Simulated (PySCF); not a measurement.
# Molecular orbitals of CsN⁺

r²SCAN at R = 3.641 Å; basis Cs def2-TZVP with ECP46, N def2-TZVP; scalar-relativistic core potentials; PySCF 2.14. State: ⁴Σ⁻ (quartet), unpaired electrons σ ↑, π ↑↑. Only the outer orbitals are listed, counted within each symmetry, core potentials removing the inner ones.

```csv
spin,orbital,occ.,ε (eV),on Cs (%),main shells (%)
α,2σ,1,-33.05,100,100 Cs s
α,3σ,1,-25.34,0,100 N s
α,1π,1,-19.08,100,100 Cs p
α,1π,1,-19.08,100,100 Cs p
α,4σ,1,-19.07,100,100 Cs p
α,5σ,1,-12.95,1,99 N p
α,2π,1,-12.84,0,100 N p
α,2π,1,-12.84,0,100 N p
α,6σ,0,-4.54,100,100 Cs s
α,3π,0,-3.46,100,99 Cs d
α,3π,0,-3.46,100,99 Cs d
β,2σ,1,-33.04,100,100 Cs s
β,3σ,1,-19.29,32,"68 N s, 32 Cs p"
β,1π,1,-19.08,100,100 Cs p
β,1π,1,-19.08,100,100 Cs p
β,4σ,1,-18.96,68,"68 Cs p, 32 N s"
β,5σ,0,-7.31,6,93 N p
β,2π,0,-7.08,2,98 N p
β,2π,0,-7.08,2,98 N p
```

Task: Which are the highest filled and the lowest empty level, where do they sit, and how wide is the gap?

Result: Highest filled α 2π at -12.84 eV (in %: 100 N p); lowest empty β 5σ at -7.31 eV (in %: 93 N p); the gap at r²SCAN is 5.53 eV.

The bond order (Mayer) is 0.03 and the ⟨S²⟩ is 3.755. The charge on Cs (Mulliken, basis-dependent) is 0.98 and the charge on Cs (Löwdin, basis-dependent) is 0.92. The dipole moment (positive dipole points towards N; it is taken about the centre of mass and depends on that origin) is -1.26 D.

Spin–orbit coupling is left out. The state was picked by a PBE0 search and need not be the measured ground state.
